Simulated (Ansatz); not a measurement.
Cost and result up the ladder for Cr₂F₆ (8 atoms). Charge 0, multiplicity 1. Geometry: B3LYP-D4/def2-SVP.

```xyz
8

Cr    0.664    1.243   -0.306
Cr   -0.664   -1.243    0.306
F     0.155    0.214    1.204
F    -2.354   -1.204    0.509
F    -0.152   -0.215   -1.204
F     2.353    1.208   -0.520
F    -0.299    2.641   -0.427
F     0.297   -2.643    0.439
```

Ansatz on 4 threads of Arm Neoverse V2 on a shared host. Times are rough, and most runs start from the orbitals of an earlier one. No level here is sound enough to serve as a yardstick. Binding counts from free atoms at the same level (Cr septet, F doublet; other spins of the atoms weren't run), without zero-point energy or a counterpoise term.

No other spin state of charge 0 was run. Another isomer (singlet) lies 0.89 eV lower at PBE0-D4/def2-TZVP; other spin states weren't run for this one.

Run but left out: HF/STO-3G (restricted singlet, unstable in another Hartree–Fock run and untested here); MP2/def2-TZVP (restricted singlet, unstable towards broken spin symmetry).

```csv
level,functions,wall time
PBE-D4/def2-SVP,146,2.5 s
PBE0-D4/def2-SVP,146,3.5 s
PBE-D4/def2-TZVP (with forces),276,4.5 s
PBE0-D4/def2-TZVP,276,10 s
r2SCAN-D4/def2-TZVP,276,10 s
CAM-B3LYP-D4/def2-TZVP,276,28 s
r2SCAN0-D4/def2-TZVP,276,38 s
ωB97X-V/def2-TZVP,276,57 s
```

**Question.** Estimate what each level gives for the binding energy per atom (eV).

**Answer.** 
| level | binding energy per atom (eV) | remarks |
| --- | --- | --- |
| PBE-D4/def2-SVP | 3.79 | restricted SCF unstable in HF |
| PBE0-D4/def2-SVP | 3.07 | restricted SCF unstable in HF |
| PBE-D4/def2-TZVP (with forces) | 3.66 | restricted SCF unstable in HF |
| PBE0-D4/def2-TZVP | 3.04 | restricted SCF unstable in HF |
| r2SCAN-D4/def2-TZVP | 3.36 | restricted SCF unstable in HF |
| CAM-B3LYP-D4/def2-TZVP | 3.24 | restricted SCF unstable in HF |
| r2SCAN0-D4/def2-TZVP | 2.82 | restricted SCF unstable in HF |
| ωB97X-V/def2-TZVP | 3.20 | restricted SCF unstable in HF |
